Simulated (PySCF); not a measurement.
silane (H$_{4}$Si), singlet, geometry from GFN2-xTB. Base run: CAMB3LYP/3-21G (PySCF).

Here is a job for PySCF.
```python
from pyscf import gto, scf, dft

mol = gto.M(
    atom='''
Si   -0.00000000    0.00000000   -0.00000000
H     0.85687118    0.83207387    0.84090169
H    -0.85685565   -0.82713035    0.84578045
H    -0.82961346    0.85438800   -0.84584481
H     0.82959793   -0.85933152   -0.84083733
''',
    basis='3-21g',
    verbose=5,
)

mf = dft.RKS(mol)
mf.xc = 'camb3lyp'
mf.kernel()
```

Variants of this job, named by their change:

| change | ΔE vs base (mEh) | fitting functions |
|---|---|---|
| base | 0.000 | - |
| auxbasis = cc-pvdz-jkfit | -0.153 | 204 |
| auxbasis = even-tempered beta=1.6 | -3.039 | 168 |
| auxbasis = cc-pvtz-jkfit | -0.147 | 241 |
| exchange = seminumerical (SGX) (with mf = sgx.sgx_fit(mf, auxbasis='def2-universal-jfit'); with mf.with_df.dfj = True) | -0.355 | 95 |
| auxbasis = default (with mf = mf.density_fit()) | -0.086 | 200 |
| auxbasis = even-tempered beta=3.0 | -5.186 | 76 |
| only_dfj = on; auxbasis = def2-universal-jfit | -0.356 | 95 |
| auxbasis = cc-pvtz-ri | -9.244 | 242 |
| auxbasis = def2-svp-ri | -320.7 | 118 |

A fitting set is made for a task (jfit for Coulomb, jkfit for Coulomb and exchange, ri for correlation) and for a family of orbital bases.
